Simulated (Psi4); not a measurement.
Here is a job for Psi4.
```
memory 2 GB

molecule {
0 1
B    -0.62642433    1.18300324    0.24601012
O    -1.33948341    0.02486049    0.22970691
B    -0.71480732   -1.15811031   -0.01600341
O     0.62560781   -1.18146124   -0.24568946
B     1.34123166   -0.02489294   -0.23000671
O     0.71387560    1.15660075    0.01598255
H    -1.16486750    2.19985392    0.45746817
H    -1.32922010   -2.15356426   -0.02975915
H     2.49408760   -0.04628966   -0.42770903
}

set {
  basis def2-tzvpd
}

energy('svwn')
print_variables()
```

Task: What is the computed number of basis functions (SVWN/def2-TZVPD run with Psi4 1.11)?

Result: 258

Task: Give the nuclear repulsion energy at the level SVWN/def2-TZVPD.

Result: 203.3392 Eh

Task: Give the total energy at the level SVWN/def2-TZVPD.

Result: -300.8137 Eh

Task: Predict the dipole moment from SVWN/def2-TZVPD.

Result: 0.00 D
